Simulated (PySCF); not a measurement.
bromo(trichloro)methane (CBrCl3), SMILES ClC(Cl)(Cl)Br. Atoms are numbered in the order given.

```xyz
5

Cl    -1.4588     0.8422     1.0117
C      0.0000     0.0000     0.4276
Cl     0.0000    -1.6845     1.0117
Cl     1.4588     0.8422     1.0117
Br     0.0000     0.0000    -1.5475
```

Geometry optimised at PBE-D3(BJ)/def2-SVP.

Level of theory: M06-2X/def2-TZVP run with PySCF.

The molecule is in vacuum.

Computed frontier levels, gap, dipole moment and polarisability:
```yaml
highest_occupied_level: -9.95 eV
lowest_empty_level: -1.19 eV
orbital_gap: 8.76 eV
dipole_moment: 0.05 D
quadrupole, principal values (traceless, Buckingham form, about the centre of nuclear charge): -0.37, -0.37, 0.74 D·Å
mean_static_polarisability: 68.4 bohr³ (10.13 Å³)
polarisability_principal_values: 65.6, 65.6, 73.9 bohr³
```
